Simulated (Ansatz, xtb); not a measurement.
# Relaxing a trial structure of BClOSi

The starting geometry of this gas-phase singlet has its atoms placed at random.

```xyz
4

B    -1.1000   -0.7846    0.7983
Cl   -1.0359   -1.2283   -0.7773
O    -1.6366    0.6044    0.5286
Si   -0.3399    1.3394    1.1102
```

Guess where an optimisation with r2SCAN-D4/def2-SVP ends from this start.

It ends as `ClB1O[Si]1`. Distances that change by over a tenth: B1–O3 (1.51 → 1.36 Å), O3–Si4 (1.60 → 1.78 Å). Contacts that close: B1–Si4 (2.28 → 1.94 Å).

The energy falls by 2.70 eV over 8 steps:

```json
{"step": "1", "E − E(last) (eV)": "2.695"}
{"step": "2", "E − E(last) (eV)": "1.518"}
{"step": "3", "E − E(last) (eV)": "0.686"}
{"step": "4", "E − E(last) (eV)": "0.224"}
{"step": "5", "E − E(last) (eV)": "0.010"}
{"step": "6", "E − E(last) (eV)": "0.003"}
{"step": "7", "E − E(last) (eV)": "0.000"}
{"step": "8", "E − E(last) (eV)": "0.000"}
```

Final geometry (Å):

```json
{"atom": "B", "x (Å)": "-0.8845", "y (Å)": "-0.2726", "z (Å)": "0.3109"}
{"atom": "Cl", "x (Å)": "-1.1173", "y (Å)": "-1.6914", "z (Å)": "-0.6753"}
{"atom": "O", "x (Å)": "-1.7879", "y (Å)": "0.7035", "z (Å)": "0.5715"}
{"atom": "Si", "x (Å)": "-0.3228", "y (Å)": "1.1912", "z (Å)": "1.4526"}
```

From the same start GFN2-xTB reaches the same bonding as this run.

From so rough a start the end depends on the optimiser's path, so another program may land elsewhere. No frequencies were run, so the end isn't proven a minimum. Run with Ansatz 0.2.0, 5.4 s on 2 threads of Intel(R) Xeon(R) 6975P-C (Granite Rapids), on a shared host.
